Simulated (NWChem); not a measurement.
Species: C3H10Si; SMILES C[SiH](C)C

Program: NWChem. Each level has its own optimisation; frequencies are unscaled.

For level Hartree-Fock/STO-3G:

r C–Si (Å): 1.863
r H–Si (Å): 1.425
r C–H (Å): 1.082
highest harmonic frequency (cm⁻¹): 3750
zero-point energy (kcal/mol): 92.0
dipole (D): 0.04

Problem. Estimate the same quantities for level BLYP/def2-SVP.

Solution. 
| Property | Result |
|---|---|
| r C–Si (Å) | 1.904 |
| r H–Si (Å) | 1.508 |
| r C–H (Å) | 1.110 |
| highest harmonic frequency (cm⁻¹) | 3033 |
| zero-point energy (kcal/mol) | 72.1 |
| dipole (D) | 0.59 |
